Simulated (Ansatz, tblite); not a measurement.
Isomers of Zr4O10H4 (singlet), found by a short tight-binding search and relaxed with PBE-D4/def2-SVP in Ansatz.

In the def2 sets Zr takes a core potential; there is no spin–orbit coupling. The xTB rows come from tblite.

A: It holds 4 O–O bonds. B: It holds 3 O–O bonds.

Other spin states weren't relaxed.

A:

```xyz
18

Zr    0.5308    1.5784   -1.2367
Zr   -0.4445    0.6098    1.9369
Zr    1.2187   -1.7443    0.3009
Zr   -1.9126   -0.6913   -1.0320
O    -0.2469    2.3650    0.5751
O     2.6549   -0.3783   -0.2282
O    -0.6417    0.3171   -2.4902
O     1.2374   -0.6878    2.1890
O    -0.0336   -1.4924    2.0716
O     1.5718   -0.2479   -1.2229
O    -1.9349    0.0884    0.7731
O     1.0689    1.6637    0.8202
O    -1.4817    1.3581   -1.7986
O    -0.5350   -1.9792   -0.6799
H     2.0709   -3.4020    0.2203
H     1.4185    2.8636   -2.2376
H    -1.0188    1.3002    3.5708
H    -3.5222   -1.5210   -1.5318
```

B:

Cartesian coordinates in Å:
```
Zr 0.851 0.895 -1.091
Zr -2.342 -0.183 -1.606
Zr 1.931 -0.353 1.800
Zr -1.051 -0.081 1.398
O 3.146 -1.482 2.807
O -3.055 -0.178 0.451
O 2.175 1.379 0.588
O 0.494 -1.120 0.661
O -0.678 0.644 -2.663
O -0.269 -0.660 -2.031
O 2.714 0.213 -0.203
O 0.332 0.297 2.798
O -2.220 -1.397 0.177
O -0.696 1.305 0.084
H 3.737 -2.031 3.340
H -3.485 -1.109 -2.761
H 1.442 2.320 -2.132
H -3.023 1.542 -1.616
```

Question: Estimate which lies lowest at each level, and how far above it the others are (kcal/mol).

Answer: 
| level | A | B |
| --- | --- | --- |
| GFN1-xTB | 39.7 | 0.0 |
| GFN2-xTB | 0.0 | 11.1 |
| PBE-D4/def2-TZVP | 90.1 | 0.0 |
| r2SCAN-D4/def2-TZVP | 94.5 | 0.0 |
| PBE0-D4/def2-TZVP | 96.8 | 0.0 |
Point groups (tolerance 0.1 Å): A not assigned, B not assigned. Lower isomers may exist.
